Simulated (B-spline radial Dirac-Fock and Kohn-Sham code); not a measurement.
# Relativistic shifts of the levels of Re⁵⁷⁺

System: rhenium as Re⁵⁷⁺, configuration [Ne] 3s2 3p6.

Both columns are ΔSCF binding energies of the configuration average from a B-spline atomic structure program: non-relativistic Hartree-Fock with a point nucleus, and Dirac-Fock with a finite nucleus and the Coulomb interaction alone, averaged over the two j levels with weights 2j+1.

| shell | Hartree-Fock (eV) | Dirac-Fock (eV) | shift (eV) | shift (%) |
| --- | --- | --- | --- | --- |
| 1s | 70242.8 | 76324.1 | +6081.34 | +8.66 |
| 2s | 15038.8 | 16727.9 | +1689.16 | +11.23 |
| 2p | 14607.4 | 15210.4 | +602.96 | +4.13 |
| 3s | 6015.4 | 6522.8 | +507.37 | +8.43 |
| 3p | 5831.0 | 6051.3 | +220.27 | +3.78 |

Relativity binds 1s, 2s, 2p, 3s, 3p more strongly, among those listed most of all 2s in relative terms.

Values without a named source are computed, but for edge energies of neutral atoms, which are taken from tables.
